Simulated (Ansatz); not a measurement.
Results of the Gaussian-basis code of Ansatz.

Basis-set series for C₃H₁₁BS, SMILES `C[B-](C)(C)[SH2+]`. The species carries charge 0 and has multiplicity 1. All single points use the PBE0-D4/def2-TZVP geometry. It is one conformer, not always the lowest.

```csv
functional,basis,functions,energy (Eh),HOMO (eV),LUMO (eV)
PBE0-D4,def2-SVP,129,-543.44434,-7.85,0.36
PBE0-D4,def2-TZVPP,320,-543.73971,-7.96,-0.08
ωB97M-V,def2-SVP,129,-543.62815,-10.14,2.28
ωB97M-V,def2-TZVPP,320,-543.93492,-10.25,1.64
```

Task: Give the rows for def2-QZVPP. (Best estimate.)

Result: The calculation gave: 
| functional | basis | functions | energy (Eh) | HOMO (eV) | LUMO (eV) |
| --- | --- | --- | --- | --- | --- |
| PBE0-D4 | def2-QZVPP | 628 | -543.76068 | -7.97 | -0.21 |
| ωB97M-V | def2-QZVPP | 628 | -543.95513 | -10.26 | 1.19 |

Positive LUMOs are unbound and depend on the basis.
